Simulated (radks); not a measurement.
The numbers below are computed, except where a source is named.
Coulomb parameter of the 4f shell of the promethium ion Pm+ in the model configuration [Xe] 4f5 6s1, as a second difference U = [E(n + 0.25) + E(n - 0.25) - 2 E(n)] / (0.25)^2 with all orbitals relaxed. "Bare": the charge of the atom changes with n. "Screened": the 6s shell takes up the change at fixed total charge, which measures U(4f,4f) + U(6s,6s) - 2 U(4f,6s). Code: a radial shooting solver on a logarithmic mesh with Libxc functionals. Model: scalar-relativistic Kohn-Sham, r2SCAN, spin-unpolarised, spherical densities, finite nucleus; meta-GGA in the generalised Kohn-Sham scheme; Fermi nuclear charge, rms radius 4.962 fm.

case	configuration	E - E(n) (eV)
start	[Xe] 4f5 6s1	0.000
bare +0.25	[Xe] 4f5.25 6s1	-1.561
bare -0.25	[Xe] 4f4.75 6s1	2.393
screened +0.25	[Xe] 4f5.25 6s0.75	0.230
screened -0.25	[Xe] 4f4.75 6s1.25	0.088

U(bare) = 13.318 eV, U(screened by 6s) = 5.085 eV, against the Slater integral F0(4f,4f) = 24.695 eV with frozen orbitals.
